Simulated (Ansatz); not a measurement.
Species: TlI, charge 1, doublet. TlI+ (parent SMILES [I][Tl], doublet).
B3LYP-D3(BJ)/def2-TZVP minimum from Ansatz (an electronic-structure program):
```xyz
2

Tl     0.0000     0.0000    -1.3523
I      0.0000     0.0000     2.0668
```
Charge +1, spin multiplicity 2.

Total energies in def2-QZVPP, 9 correlated electrons, 18 frozen orbitals. Open shells are spin-unrestricted; no spin-orbit coupling. Cores are frozen in correlated methods (noble-gas shells, and filled d and f shells in the p block). Past Kr the def2 sets carry scalar-relativistic core potentials. Spin-orbit terms, left out, reach several kcal/mol for Br and I, and more for heavier atoms. The spin of ITl+ (parent SMILES [I][Tl], doublet) was assumed, and the state is the lowest solution found for it.

```
method    program  energy (Eh)  minus CCSDT(Q) (mEh)
--------  -------  -----------  --------------------
HF         Ansatz   -467.99852                187.38
MP2        Ansatz   -468.15483                 31.07
CCSD       Ansatz   -468.17873                  7.16
CCSD(T)    Ansatz   -468.18498                  0.92
CCSDT(Q)   Ansatz   -468.18590                  0.00
```

Rough core times of Ansatz's runs on a shared machine: CCSD(T) 3 min, CCSDT(Q) 80 min.
